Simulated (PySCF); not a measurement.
BFO, SMILES O=BF. Coordinates come from a PBE-D3(BJ)/def2-TZVP optimisation.

Computed equilibrium geometry at PBE-D3(BJ)/def2-TZVP (PySCF confirms it by a frequency run) as bond lengths and angles, and its point group:
point group C∞v.
Atoms: F1 B2 O3. Bond lengths (Å): F1–B2 1.295, B2–O3 1.219. Bond angles (°): F1–B2–O3 180.0.
